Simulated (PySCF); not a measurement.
Job file and geometry (Å, from GFN2-xTB) of an NMR shielding run on SMILES FCc1ccns1, C$_{4}$H$_{4}$FNS, GIAO PBE0/pcSseg-1 NMR shielding, non-relativistic, gas phase (PySCF 2.14.0, density-fitted response routines); density fitting, a coarse starting grid and PySCF grid level 2 are the driver's defaults:

```
$ OMP_NUM_THREADS=1 python probes_run.py task.json out

{"job": {"kind": "nmr", "xc": "PBE0", "basis": "pcSseg-1"}, "charge": 0, "multiplicity": 1}
F     -2.147502    -0.777828    -0.857587
C     -1.742939    -0.042672     0.225014
C     -0.263542     0.121906     0.230753
C      0.664295    -0.347122    -0.656273
C      1.956178     0.049332    -0.255726
N      2.026673     0.757219     0.837387
S      0.548647     1.006202     1.474316
H     -2.251120     0.927790     0.161747
H     -2.088890    -0.574177     1.120554
H      0.436880    -0.930778    -1.528271
H      2.866746    -0.187201    -0.777878
```

**Question.** Write the output of this run.

**Answer.** 
```
coarse grid: 10600 points
cycle   1  E = -706.9596348862  dE =  1.293e+00  |g| = 5.213e-01  |ddm| = 3.379e+00
cycle   2  E = -706.8821017059  dE =  7.753e-02  |g| = 8.234e-01  |ddm| = 1.220e+00
cycle   3  E = -707.0084036974  dE = -1.263e-01  |g| = 1.209e-01  |ddm| = 8.167e-01
cycle   4  E = -707.0110425303  dE = -2.639e-03  |g| = 6.687e-02  |ddm| = 1.603e-01
cycle   5  E = -707.0120644806  dE = -1.022e-03  |g| = 1.352e-02  |ddm| = 7.644e-02
cycle   6  E = -707.0120985512  dE = -3.407e-05  |g| = 7.620e-03  |ddm| = 2.079e-02
cycle   7  E = -707.0121122343  dE = -1.368e-05  |g| = 6.633e-04  |ddm| = 6.593e-03
cycle   8  E = -707.0121123259  dE = -9.162e-08  |g| = 2.336e-04  |ddm| = 7.424e-04
final grid: 100664 points
cycle   9  E = -707.0611028580  dE = -2.417e-05  |g| = 9.365e-03  |ddm| = 2.639e-02
cycle  10  E = -707.0610788588  dE =  2.400e-05  |g| = 1.371e-02  |ddm| = 2.122e-02
cycle  11  E = -707.0611230110  dE = -4.415e-05  |g| = 1.035e-03  |ddm| = 1.426e-02
cycle  12  E = -707.0611232716  dE = -2.606e-07  |g| = 4.327e-04  |ddm| = 1.550e-03
cycle  13  E = -707.0611233113  dE = -3.971e-08  |g| = 1.264e-04  |ddm| = 4.225e-04
cycle  14  E = -707.0611233142  dE = -2.913e-09  |g| = 4.264e-05  |ddm| = 1.320e-04
cycle  15  E = -707.0611233146  dE = -3.326e-10  |g| = 2.162e-05  |ddm| = 5.866e-05
converged SCF energy = -707.0611233146

GIAO shielding tensors (ppm)
atom      isotropic    diamagn.    paramagn.     s11        s22        s33       span
  0 F      425.191     472.239     -47.048    397.528    409.436    468.607     71.079
  1 C      102.922     236.494    -133.572     72.216     83.415    153.135     80.919
  2 C        9.996     266.425    -256.430    -73.049    -12.831    115.866    188.915
  3 C       63.283     250.140    -186.857    -13.510     48.970    154.390    167.900
  4 C       26.551     252.977    -226.425    -54.219     17.063    116.810    171.029
  5 N      -71.619     330.250    -401.868   -321.078   -121.549    227.769    548.847
  6 S      132.019    1057.461    -925.442    -54.020    223.516    226.561    280.580
  7 H       25.501      26.757      -1.256     19.984     27.269     29.249      9.265
  8 H       25.500      26.760      -1.260     19.989     27.263     29.250      9.261
  9 H       24.258      32.198      -7.941     21.352     23.803     27.618      6.265
 10 H       23.264      28.970      -5.706     19.941     24.486     25.366      5.425
```

**Question.** Turn these shieldings into chemical shifts. Scale: CFCl3 for ¹⁹F (σref 170.95); TMS for ¹³C (σref 186.93) and ¹H (σref 31.72); ¹⁵N (σref 267.73) against NH3; ³³S (σref 503.73) against CS2 (reference shieldings calculated alike).

**Answer.** Averaging equivalent atoms: F 0: -254.2; C 2: 176.9; C 4: 160.4; C 3: 123.6; C 1: 84.0; N 5: 339.3; S 6: 372; H 10: 8.45; H 9: 7.46; H 7/8: 6.22 ppm. Unscaled 19F shifts against computed CFCl3 carry errors that often reach 10 to 50 ppm. Experimental scales use liquid or dissolved standards, which lie at an offset from isolated NH3 (liquid NH3: subtract about 20 ppm). Unscaled 15N shifts of sp2 nitrogen come out 20 to 40 ppm too high even then.

Size and cost of the density-fitted run: 146 basis functions, 11 s wall time on 1 thread of an Intel Xeon 6975P-C, shared host; peak memory 0.69 GiB.
